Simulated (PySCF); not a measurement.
# Correlation energy of C⁺ (carbon, charge +1)

[He] 2s2 2p1, 2P determinant. Computed with PySCF 2.14 in aug-cc-pwCVQZ (9s8p6d4f2g, 109 functions), with the non-relativistic Hamiltonian (point nucleus). Frozen: nothing; 5 electrons correlated.

MP2 pair energies summed by pair of shells (mhartree):

```tsv
pair	energy	share (%)
1s-1s	-38.15	36.5
2s-2s	-31.20	29.8
2s-2p	-24.28	23.2
1s-2s	-7.19	6.9
1s-2p	-3.77	3.6
```

Total MP2 correlation energy: -104.58 mhartree.

Same-spin part -7.25 and opposite-spin part -97.33 mhartree; SCS-MP2 scales them by 1/3 and 6/5 to -119.21 mhartree.
